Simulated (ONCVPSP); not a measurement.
**Ranking ONCV potentials for tantalum**

All share these settings but for the change named:

Ta, optimised norm-conserving Vanderbilt (ONCV), made with ONCVPSP 4.0.1 (PBE, scalar-relativistic). Core [Kr] 4d10 4f14, reference 5s2 5p6 5d3 6s2. Waves: 5s+6s: rc 1.80 bohr, ncon 4, nbas 7, qcut 5.2 1/bohr, 3 projectors, debl 1.4 Ha; 5p: rc 1.30 bohr, ncon 4, nbas 7, qcut 5.8 1/bohr, 2 projectors, debl 0.6 Ha; 5d: rc 2.10 bohr, ncon 3, nbas 7, qcut 4.7 1/bohr, 2 projectors, debl 2.9 Ha. Local part: polynomial inside 1.25 bohr (lpopt 3, dvloc0 0 Ha). Core correction: Teter function, fcfact 4.75, rcfact 1.

In the p channel the program set the typed energies aside and used -1.448, 0.250 Ha.

Cutoff: the first of the cutoffs (Ha) at which the residual kinetic energy of the hardest occupied pseudo-wave falls to 1 and 0.1 mHa per electron; the density cutoff is not measured.

The base gives 74 Ha.

Of 10 variants that were run, those that failed, showed a ghost or another fault, or gave nearly equal values are left out.

A variant can come out equal or close to the base.

Task: Rank these variants from softest to hardest (loose cutoff).
A. p: qcut 6.4
B. p: qcut 8.7
C. p: qcut 6.9
D. p: qcut 3.4

Result: B (31 Ha), C (43 Ha), A (67 Ha), D (77 Ha).
